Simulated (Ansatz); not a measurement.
`C=[C]1[O][Al]1[CH3]` and `C=[C]1[O][Al]1[OH]` differ in one atom or group.

Ansatz, PBE0-D4/def2-TZVP geometries, multiplicity 1. Each molecule was computed in one conformer, which needn't be the lowest.

```tsv
property	`C=[C]1[O][Al]1[CH3]`
size of the dipole moment (B3LYP/def2-TZVPP) / D	4.19
HOMO energy (ωB97M-V/def2-TZVPP) / eV	-8.39
HOMO energy (PBE0/def2-TZVPP) / eV	-6.16
LUMO energy (PBE0/def2-TZVPP) / eV	-0.87
HOMO–LUMO gap (PBE/def2-TZVPP) / eV	3.42
LUMO energy (PBE/def2-TZVPP) / eV	-1.64
```

Q: Give the same properties after the change, and the shifts. (Best estimate.)

A: Computed: 
```json
{"property": "size of the dipole moment (B3LYP/def2-TZVPP) / D", "`C=[C]1[O][Al]1[OH]`": "3.92", "shift": "-0.27"}
{"property": "HOMO energy (ωB97M-V/def2-TZVPP) / eV", "`C=[C]1[O][Al]1[OH]`": "-8.66", "shift": "-0.27"}
{"property": "HOMO energy (PBE0/def2-TZVPP) / eV", "`C=[C]1[O][Al]1[OH]`": "-6.44", "shift": "-0.28"}
{"property": "LUMO energy (PBE0/def2-TZVPP) / eV", "`C=[C]1[O][Al]1[OH]`": "-1.48", "shift": "-0.61"}
{"property": "HOMO–LUMO gap (PBE/def2-TZVPP) / eV", "`C=[C]1[O][Al]1[OH]`": "3.00", "shift": "-0.42"}
{"property": "LUMO energy (PBE/def2-TZVPP) / eV", "`C=[C]1[O][Al]1[OH]`": "-2.32", "shift": "-0.68"}
```

With PBE0 the HOMO falls by 0.28 eV and the LUMO falls by 0.61 eV, so the gap narrows by about 0.33 eV. PBE moves the HOMO by -0.26 eV and ωB97M-V by -0.27 eV. Dipoles are sizes alone; their direction can turn.

B3LYP here is the variant with VWN-RPA as its local correlation; programs differ in this.
